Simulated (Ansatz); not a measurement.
`F[Si](F)(Cl)I` → `ClI` + `F[Si]F` at 700 K and 1 bar (silylene formation by 1,1-elimination).

Program: Ansatz. Geometries: PBE0-D4/def2-TZVP. ΔE: electronic, gas phase. CCSD(T)/CBS is the MP2 limit (def2-TZVPP, def2-QZVPP) plus CCSD(T) − MP2 in def2-TZVPP, frozen cores. This one scheme is used for every species. Elements past krypton have def2 core potentials. For I outer-core shells are correlated without core-valence functions, which leaves a few kJ/mol of doubt a bond.

```
        species  CCSD(T)/CBS energy (Eh)  H − E (kJ/mol)  S (J/(mol·K))
`F[Si](F)(Cl)I`              -1246.11308            80.7          430.3
          `ClI`               -757.20745            26.5          278.1
       `F[Si]F`               -488.75686            43.9          299.4
```

H − E and S are ideal-gas, rigid-rotor, harmonic terms from PBE0-D4/def2-TZVP. 1 Eh = 2625.50 kJ/mol, R = 8.31446 J/(mol·K).

By hand: ΔE, ΔH, ΔS and ΔG.

ΔE = (-757.20745) + (-488.75686) − (-1246.11308) = 0.14877 Eh = 390.6 kJ/mol. Δ(H − E) = 26.5 + 43.9 − 80.7 = -10.3, so ΔH = 380.3 kJ/mol. ΔS = 278.1 + 299.4 − 430.3 = 147.2 J/(mol·K). ΔG = 380.3 − 700 × (147.2)/1000 = 277.3 kJ/mol.

By hand: the equilibrium constant, and the temperature at which ΔG would vanish if ΔH and ΔS stayed fixed.

log₁₀ K = −ΔG/(RT ln 10) = -20.7. ΔG = 0 at ΔH/ΔS = 2584 K, far beyond where these terms or the molecules hold.

The number of gas molecules changes by +1, which sets the sign of ΔS. A doubt of 5 kJ/mol in ΔE shifts log₁₀ K by 0.4 here. These are equilibria of isolated gas molecules and say nothing of rates. Largest T1 diagnostic: 0.015 (customary marks: 0.02 for closed shells, 0.045 for open ones).
